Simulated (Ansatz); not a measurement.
One change: `OC(O)O` becomes `OC(O)O[SiH3]`.

Ansatz, PBE0-D4/def2-TZVP geometries, multiplicity 1. Each molecule was computed in one conformer, which needn't be the lowest.

| property | `OC(O)O` |
| --- | --- |
| size of the dipole moment (B3LYP/def2-TZVPP) / D | 1.53 |
| LUMO energy (PBE/def2-TZVPP) / eV | 0.17 |
| HOMO–LUMO gap (ωB97M-V/def2-TZVPP) / eV | 13.57 |
| LUMO energy (PBE0/def2-TZVPP) / eV | 1.05 |
| HOMO energy (PBE/def2-TZVPP) / eV | -6.92 |
| size of the dipole moment (PBE/def2-TZVPP) / D | 1.48 |

Q: What does the change do to each property? (Best estimate.)

A: Computed: 
```tsv
property	`OC(O)O[SiH3]`	shift
size of the dipole moment (B3LYP/def2-TZVPP) / D	1.11	-0.42
LUMO energy (PBE/def2-TZVPP) / eV	-0.53	-0.70
HOMO–LUMO gap (ωB97M-V/def2-TZVPP) / eV	12.95	-0.62
LUMO energy (PBE0/def2-TZVPP) / eV	0.32	-0.73
HOMO energy (PBE/def2-TZVPP) / eV	-7.09	-0.17
size of the dipole moment (PBE/def2-TZVPP) / D	1.07	-0.41
```

Dipoles are sizes alone; their direction can turn.

B3LYP here is the variant with VWN-RPA as its local correlation; programs differ in this.
